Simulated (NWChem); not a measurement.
System: CH3ClMgS; SMILES C[S][Mg][Cl]

Input file for NWChem:

```
start job
memory heap 200 mb stack 900 mb global 1100 mb
geometry units angstroms
  Mg     0.846643    -0.202890     0.614333
  Cl    -0.138656     1.537724     1.401594
  S      0.158218    -1.387821    -1.263297
  C     -1.321038    -0.375231    -1.588054
  H     -2.026463    -0.465734    -0.761829
  H     -1.765762    -0.774388    -2.495808
  H     -1.038004     0.666250    -1.743446
end
basis spherical
  * library def2-svp
end
dft
  xc pbe0
  iterations 150
end
driver
  maxiter 120
end
task dft optimize
task dft freq
```

The level has its own optimisation; frequencies are unscaled.

Task: Give the results of this calculation. (PBE0/def2-SVP.) Quantities: r Cl–Mg (Å); r Mg–S (Å); r C–S (Å); r C–H (Å); highest harmonic frequency (cm⁻¹); lowest (cm⁻¹); zero-point energy (kcal/mol); dipole (D).

Result: 
```json
{
 "r Cl–Mg (Å)": "2.203",
 "r Mg–S (Å)": "2.298",
 "r C–S (Å)": "1.833",
 "r C–H (Å)": "1.099",
 "highest harmonic frequency (cm⁻¹)": "3178",
 "lowest (cm⁻¹)": "71",
 "zero-point energy (kcal/mol)": "25.2",
 "dipole (D)": "1.84"
}
```
